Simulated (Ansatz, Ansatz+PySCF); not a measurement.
```yaml
atoms:
  - { symbol: O, position_ang: [-0.0218, -0.0591, -0.0532] }
  - { symbol: H, position_ang: [0.6781, 0.3351, 0.4613] }
  - { symbol: O, position_ang: [2.9432, 0.0595, 0.0131] }
  - { symbol: H, position_ang: [3.7666, 0.3855, -0.2977] }
  - { symbol: H, position_ang: [3.1658, -0.7261, 0.4730] }
```

Basis set: def2-SVP (spherical functions). Correlated methods keep 2 orbitals frozen. Charge 0, multiplicity 2.

Computed with Ansatz (development build ahead of 0.2.0); each method stands on the lowest determinant of its kind that the runs found.

Task: Give the atomization energy at this shape (free ground-state atoms in the same class of orbitals less the molecule, no zero-point energy) of doublet H3O2 by PBE0 (unrestricted), UHF-MP2, UHF.

Result:

```
             method  atomization energy
PBE0 (unrestricted)     326.20 kcal/mol
            UHF-MP2     314.52 kcal/mol
                UHF     222.75 kcal/mol
```

Caution for PBE0 (unrestricted): charge can spread falsely over distant fragments.
